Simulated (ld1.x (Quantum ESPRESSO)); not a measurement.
**u(r) = r·R(r): atom against pseudo-atom (palladium)**

Columns: radius, all-electron u(r) and pseudo u(r) of the 4s shell (level -103.24 eV) of palladium in the configuration [Ar] 3d10 4s2 4p6 4d8.5 5s0 5p0; revPBE, scalar-relativistic, TM scheme, ld1.x (Quantum ESPRESSO) 7.5.

```tsv
r (bohr)	all-electron	pseudo
0.072	-0.3669	-0.1107
0.145	-0.1433	-0.2229
0.217	0.4551	-0.3337
0.290	0.6646	-0.4460
0.362	0.4803	-0.5564
0.435	0.0956	-0.6670
0.507	-0.3170	-0.7730
0.580	-0.6766	-0.8739
0.652	-0.9385	-0.9626
0.725	-1.1064	-1.0356
0.798	-1.1881	-1.0854
0.870	-1.2019	-1.1066
0.942	-1.1677	-1.0973
1.015	-1.1004	-1.0578
1.088	-1.0138	-0.9928
1.160	-0.9192	-0.9109
1.232	-0.8223	-0.8200
1.305	-0.7265	-0.7262
1.378	-0.6362	-0.6362
1.450	-0.5542	-0.5542
1.522	-0.4800	-0.4800
1.595	-0.4128	-0.4128
1.668	-0.3535	-0.3535
1.740	-0.3023	-0.3023
1.812	-0.2576	-0.2576
1.885	-0.2185	-0.2185
```

How many radial nodes do the two functions have?

The all-electron 4s function has n − l − 1 = 3 (the table is too coarse to show those close to the nucleus); the pseudo-wave has 0, since the states of the same l below it are removed with the core.

At about which radius was the pseudo-wave matched?

1.45 bohr. The columns agree to 0.0005 from 1.30 bohr on; several derivatives are matched, so the curves merge somewhat inside the radius.

Where does each function peak?

Outermost all-electron maximum near 0.87 bohr, pseudo maximum near 0.87 bohr (to the table’s step).

Is the pseudo-wave norm-conserving?

Yes: the TM scheme keeps the norm inside the radius equal to the all-electron one, which fixes the energy derivative of the logarithmic derivative at the level.
